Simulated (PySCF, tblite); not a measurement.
Compound: C6H6O2P2.
Z-matrix (Å and degrees, GFN2-xTB geometry), rows numbered from 1:
```
C 
O   1  1.4158
C   2  1.3465  1  116.78
O   3  1.2057  2  123.77  1     0.27
C   3  1.4719  2  109.65  1   179.98
C   5  1.3899  3  117.80  2  -177.46
C   6  1.3752  5  126.72  3   179.43
P   7  1.7393  6  127.64  5     0.30
C   8  1.7296  7  102.89  6     0.15
P   9  1.7308  8  132.52  7    -0.47
H   1  1.0870  2  106.39  3  -172.23
H   1  1.0923  2  110.27  3    67.97
H   1  1.0921  2  110.24  3   -52.17
H   6  1.0855  5  114.95  3    -0.43
H   7  1.0835  6  117.39  5  -179.80
H   9  1.0872  8  113.74  7   179.75
```

Theory: PBE0/pcSseg-1 in PySCF (dipole) on a GFN2-xTB geometry, gas phase.

Masses are those of the commonest isotopes; rigid-rotor values at the optimised geometry. The values belong to one conformer with, in the numbering `[CH3:1][O:2][C:3](=[O:4])[c:5]1[cH:6][cH:7][p:8][cH:9][p:10]1`, C1–O2–C3–O4 0°, O2–C3–C5–C6 -177°.

Question: What are A, B and C (GHz)?

Answer: Ia = 205.38, Ib = 817.99, Ic = 1019.99 u·Å²; 505379 MHz·u·Å²/I gives 2461, 617.8 and 495.5 MHz, that is A = 2.4607, B = 0.6178, C = 0.4955 GHz.

Question: What kind of rotor is it?

Answer: An asymmetric top: κ = (2 × 617.8 − 2461 − 495.5)/(2461 − 495.5) = -0.88.

Question: What does the inertial defect say?

Answer: Not planar: Δ = Ic − Ia − Ib = -3.37 u·Å². For a rigid frame Δ = −2 Σ m c², so Σ m c² = 1.69 u·Å² lies off the ab plane: 1.60 from hydrogen and 0.09 from heavier atoms. The atom farthest from that plane is 0.92 Å away.

Question: Give the other two planar moments, Paa and Pbb, and the rms extents of the mass along the axes.

Answer: Paa = Σ m a² = (Ib + Ic − Ia)/2 = 816.30 and Pbb = Σ m b² = (Ia + Ic − Ib)/2 = 203.69 u·Å². With the mass M = 171.98 u, the rms extents √(P/M) along a, b and c are 2.18, 1.09, 0.10 Å.

Question: Give the coordinates in the principal-axis frame, origin at the centre of mass.

Answer: The sense of each axis is arbitrary; atoms in the order of the calculation.
```tsv
atom	mass (u)	a (Å)	b (Å)	c (Å)
C1	12.000	-3.780	0.585	-0.036
O2	15.995	-2.365	0.627	-0.031
C3	12.000	-1.723	-0.556	0.011
O4	15.995	-2.284	-1.622	0.040
C5	12.000	-0.268	-0.330	0.010
C6	12.000	0.561	-1.445	-0.003
C7	12.000	1.936	-1.447	-0.018
P8	30.974	3.001	-0.072	-0.016
C9	12.000	1.904	1.265	0.013
P10	30.974	0.175	1.360	0.025
H11	1.008	-4.116	1.603	-0.213
H12	1.008	-4.151	0.221	0.925
H13	1.008	-4.135	-0.081	-0.825
H14	1.008	0.045	-2.400	-0.005
H15	1.008	2.433	-2.410	-0.031
H16	1.008	2.395	2.235	0.021
```

Question: Which types of transition are allowed, and where do some lines up to J = 2 fall?

Answer: The dipole components are |μa| = 0.46 D, |μb| = 0.86 D, |μc| = 0.08 D. Intensities carry the squares of the components, which stand as 0.29 : 1.00 : 0.01 (a : b : c). Some lines, for components of 0.1 D or more:

```tsv
type	branch	J(Ka,Kc)	MHz	lower level (cm⁻¹)
a	Q	2(1,1) ← 2(1,2)	367	0.169
b	R	2(0,2) ← 1(1,1)	378	0.099
a	R	1(0,1) ← 0(0,0)	1113	0.000
b	Q	1(1,0) ← 1(0,1)	1965	0.037
b	Q	2(1,1) ← 2(0,2)	2093	0.111
a	R	2(1,2) ← 1(1,1)	2104	0.099
a	R	2(0,2) ← 1(0,1)	2221	0.037
a	R	2(1,1) ← 1(1,0)	2349	0.103
b	R	1(1,1) ← 0(0,0)	2956	0.000
b	R	2(1,2) ← 1(0,1)	3947	0.037
b	Q	2(2,0) ← 2(1,1)	5535	0.181
b	Q	2(2,1) ← 2(1,2)	5896	0.169
b	R	2(2,1) ← 1(1,0)	7878	0.103
b	R	2(2,0) ← 1(1,1)	8006	0.099
```

Its GFN2-xTB frequencies are all real (lowest 18 cm⁻¹). Constants of a rigid frame at the computed geometry: no zero-point averaging, no centrifugal distortion. A rigid rotor knows nothing of internal rotation, which can split or shift real lines.
